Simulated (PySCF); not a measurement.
A single-point calculation

[Y(CH3)2]+ (singlet). PySCF 2.14.0, RKS PBE0, Y def2-SVP with ECP28, C def2-SVP, H def2-SVP; non-relativistic Hamiltonian with scalar-relativistic core potentials where named; density fitting; no spin-orbit coupling. Purpose: finer grid at the relaxed geometry.

```python
mol = gto.M(atom='''
Y     -0.00000     0.00000    -0.36913
C      1.72573    -0.01798     1.04886
H      2.69807     0.21324     0.57442
H      1.56203     0.71641     1.86050
H      1.82383    -1.00555     1.54038
C     -1.72573     0.01798     1.04886
H     -2.69807    -0.21324     0.57442
H     -1.56203    -0.71641     1.86050
H     -1.82383     1.00555     1.54038''',
    basis={'Y': 'def2-SVP', 'C': 'def2-SVP', 'H': 'def2-SVP'},
    ecp={'Y': 'def2-SVP'},
    charge=1, spin=0)
mf = dft.RKS(mol, xc='PBE0')
mf.grids.atom_grid = (75, 302)
mf = mf.density_fit()  # fitting sets: Y def2-universal-JKFIT, C def2-universal-JKFIT, H def2-universal-JKFIT
mf.conv_tol = 1e-09; mf.max_cycle = 55
mf.kernel(dm0)  # dm0: converged density of the relaxed state
mf.nuc_grad_method().kernel()
```

Run from Python with OMP_NUM_THREADS=2; the lines above give its settings. Where DIIS fails, smearing, a level shift and second-order steps follow.
It took 11 s on 2 threads of Arm Neoverse V1 (shared host), with gradient, populations and further properties, from an already converged density.

**Question.** Where do the frontier levels lie, over both spins?

**Answer.** HOMO -11.74 eV, LUMO -7.08 eV. 

**Question.** What are the Mulliken charges and spins?

**Answer.** 
| atom | charge (e) | spin (e) |
| --- | --- | --- |
| Y1 | 1.236 | 0.000 |
| C2 | -0.502 | 0.000 |
| H3 | 0.123 | 0.000 |
| H4 | 0.134 | 0.000 |
| H5 | 0.128 | 0.000 |
| C6 | -0.502 | 0.000 |
| H7 | 0.123 | 0.000 |
| H8 | 0.134 | 0.000 |
| H9 | 0.128 | 0.000 |

**Question.** What forces act on the atoms (eV/Å)?

**Answer.** 
```
Y    0.00  0.00  0.01
C    0.00  0.00 -0.01
H    0.00  0.00  0.00
H    0.00  0.00  0.00
H    0.00  0.00  0.00
C    0.00  0.00 -0.01
H    0.00  0.00  0.00
H    0.00  0.00  0.00
H    0.00  0.00  0.00
```
Forces carry noise of the integration grid, about 0.01 to 0.03 eV/Å.
